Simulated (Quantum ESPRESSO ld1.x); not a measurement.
Values are calculated unless marked as measured or tabulated.
Species: Zr3+. Configuration: [Kr] 4d1.

Level of theory: Dirac Kohn-Sham, PBEsol, spin-unpolarised, spherical densities, point nucleus; open shells fill j = l - 1/2 first (ld1.x of Quantum ESPRESSO 7.5).

Energy parts (eV):
total: -97834
kinetic: 101099
electron-nucleus: -235154
Hartree: 39249
exchange-correlation: -3028

Orbitals (lengths in bohr, moments of r in powers of bohr; r(90%) holds 90 % of the orbital's charge):
| orbital | occ. | eigenvalue (eV) | r(90%) | <r^2> | small-component weight |
|---|---|---|---|---|---|
| 1s1/2 | 2 | -17833.3 | 0.0664 | 0.001854 | 2.12e-02 |
| 2s1/2 | 2 | -2494.66 | 0.251 | 0.03114 | 4.30e-03 |
| 2p1/2 | 2 | -2286.38 | 0.227 | 0.02362 | 4.31e-03 |
| 2p3/2 | 4 | -2200.62 | 0.233 | 0.02500 | 4.18e-03 |
| 3s1/2 | 2 | -431.709 | 0.679 | 0.2413 | 1.12e-03 |
| 3p1/2 | 2 | -354.202 | 0.690 | 0.2417 | 1.07e-03 |
| 3p3/2 | 4 | -340.534 | 0.705 | 0.2527 | 1.03e-03 |
| 3d3/2 | 4 | -203.780 | 0.725 | 0.2455 | 9.17e-04 |
| 3d5/2 | 6 | -201.282 | 0.730 | 0.2492 | 9.07e-04 |
| 4s1/2 | 2 | -81.4419 | 1.75 | 1.636 | 2.40e-04 |
| 4p1/2 | 2 | -60.3571 | 1.95 | 1.996 | 2.00e-04 |
| 4p3/2 | 4 | -58.5063 | 1.99 | 2.080 | 1.93e-04 |
| 4d3/2 | 1 | -28.2449 | 2.81 | 3.888 | 1.09e-04 |
| 4d5/2 | 0 | -28.0560 | 2.82 | 3.936 | 1.08e-04 |

The highest occupied level is 4d3/2 at -28.245 eV. For comparison, the ionisation energy in NIST's Atomic Spectra Database is 34.418 eV (measured). In exact Kohn-Sham theory the highest level is minus the ionisation energy, but local and semilocal functionals leave it too shallow, through self-interaction and a potential that decays too fast; potentials with the right tail come closer.

Beside tabulated values, note that spin-unpolarised runs miss the spin-polarisation part of the exchange energy of open shells.
